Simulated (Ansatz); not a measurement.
Geometry optimisation, RHF/def2-SVP in Ansatz 0.2.0.

Input:

```yaml
crystal:
  periodic: [false, false, false]
  atoms:
    - { symbol: Zr, position_ang: [0.230006, 0.069601, -0.261746] }
    - { symbol: F, position_ang: [0.023306, -0.024052, 1.67029] }
    - { symbol: Cl, position_ang: [2.553672, 0.027263, -0.615201] }
    - { symbol: Cl, position_ang: [-0.54467, 2.083167, -1.199007] }
    - { symbol: Cl, position_ang: [-0.6348, -1.840303, -1.338146] }
    - { symbol: O, position_ang: [-2.668702, -0.034534, 1.216665] }
    - { symbol: H, position_ang: [-3.247803, -0.783092, 1.230006] }
    - { symbol: H, position_ang: [-2.077011, -0.12775, 1.980339] }
basis:
  gaussian: { orbitals: def2-SVP }
hamiltonian:
  xc: hf
relax:
  f_tol: 0.03
  max_steps: 50
```

Command:

```bash
$ ansatz run input.yaml --threads 2 --pin off --max-ram 3072MiB --backend cpu --events-out ev --progress --plain --runs-dir out
```

Q: Where does it end, and by what steps?

A: The run converged. After 8 steps the energy has fallen by 0.580 eV; H7 moved furthest, 0.70 Å. Joined: Zr1–O6 (3.26 → 2.36 Å).

```json
{"step": "0", "energy less start (eV)": "0.0000", "largest force component (eV/Å)": "1.223", "accepted": "yes"}
{"step": "1", "energy less start (eV)": "-0.1078", "largest force component (eV/Å)": "1.954", "accepted": "yes"}
{"step": "2", "energy less start (eV)": "-0.2977", "largest force component (eV/Å)": "2.323", "accepted": "yes"}
{"step": "3", "energy less start (eV)": "-0.4802", "largest force component (eV/Å)": "1.448", "accepted": "yes"}
{"step": "4", "energy less start (eV)": "-0.5356", "largest force component (eV/Å)": "1.310", "accepted": "yes"}
{"step": "5", "energy less start (eV)": "-0.5636", "largest force component (eV/Å)": "0.892", "accepted": "yes"}
{"step": "6", "energy less start (eV)": "-0.5784", "largest force component (eV/Å)": "0.092", "accepted": "yes"}
{"step": "7", "energy less start (eV)": "-0.5798", "largest force component (eV/Å)": "0.046", "accepted": "yes"}
{"step": "8", "energy less start (eV)": "-0.5801", "largest force component (eV/Å)": "0.029", "accepted": "yes"}
```

```xyz
8
Properties=species:S:1:pos:R:3
Zr -0.019 0.017 -0.015
F 0.282 0.055 1.870
Cl 2.253 -0.004 -0.696
Cl -0.807 2.045 -0.972
Cl -0.805 -1.943 -1.147
O -2.130 -0.177 1.019
H -2.936 -0.528 0.662
H -2.205 -0.093 1.962
```

Whether the end is a true minimum wasn't checked by a vibrational analysis.

Time of the run: 9.3 s on 2 threads of AMD EPYC 9R45 96-Core Processor (Zen 5), on a shared host, peak memory 0.33 GiB.
